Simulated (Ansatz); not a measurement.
Geometry optimisation, RKS CAM-B3LYP-D4/def2-SVP in Ansatz.

The input (input.yaml):

```yaml
crystal:
  periodic: [false, false, false]
  atoms:
    - { symbol: B, position_ang: [-0.033607, -0.107755, 0.09549] }
    - { symbol: "N", position_ang: [-0.036565, -0.380971, 1.567378] }
    - { symbol: H, position_ang: [-0.819863, -0.883026, 1.968158] }
    - { symbol: H, position_ang: [0.835599, -0.659292, 2.000634] }
    - { symbol: "N", position_ang: [1.190205, 0.00943, -0.608467] }
    - { symbol: H, position_ang: [2.049174, 0.163228, -0.097225] }
    - { symbol: H, position_ang: [1.214677, 0.451185, -1.51854] }
    - { symbol: "N", position_ang: [-1.300994, -0.013938, -0.575161] }
    - { symbol: H, position_ang: [-2.136987, -0.388636, -0.145277] }
    - { symbol: H, position_ang: [-1.348328, -0.041068, -1.586005] }
    - { symbol: O, position_ang: [-0.452749, 2.421889, 0.668265] }
    - { symbol: H, position_ang: [-1.061412, 1.895971, 0.126989] }
    - { symbol: H, position_ang: [-0.357451, 1.849983, 1.462561] }
basis:
  gaussian: { orbitals: def2-SVP }
hamiltonian:
  xc: cam_b3lyp
  dispersion: d4
relax:
  f_tol: 0.03
  max_steps: 50
```

Launched with:

```bash
$ ansatz run input.yaml --threads 4 --pin off --max-ram 5120MiB --backend cpu --events-out ev --progress --plain --runs-dir out
```

Where does it end, and by what steps?

The forces met the threshold. After 10 steps the energy has fallen by 0.140 eV; O11 moved furthest, 0.40 Å.

```tsv
step	energy less start (eV)	largest force component (eV/Å)	accepted
0	0.0000	1.576	yes
1	-0.0653	1.666	yes
2	-0.0346	2.033	no
3	-0.0957	1.566	yes
4	-0.0944	1.513	no
5	-0.1245	0.944	yes
6	-0.1391	0.083	yes
7	-0.1397	0.076	yes
8	-0.1400	0.036	yes
9	-0.1397	0.055	no
10	-0.1405	0.022	yes
```

```xyz
13
Properties=species:S:1:pos:R:3
B 0.012 -0.182 0.069
N 0.010 -0.363 1.494
H -0.817 -0.686 1.979
H 0.860 -0.608 1.986
N 1.234 -0.080 -0.645
H 2.121 0.015 -0.171
H 1.266 0.248 -1.600
N -1.245 -0.029 -0.610
H -2.109 -0.340 -0.186
H -1.293 -0.042 -1.621
O -0.733 2.539 0.929
H -1.157 2.017 0.231
H -0.407 1.830 1.503
```

Whether the end is a true minimum wasn't checked by a vibrational analysis.

Run time: 16 s on 4 threads of Arm Neoverse V2, on a shared host, peak memory 0.28 GiB.
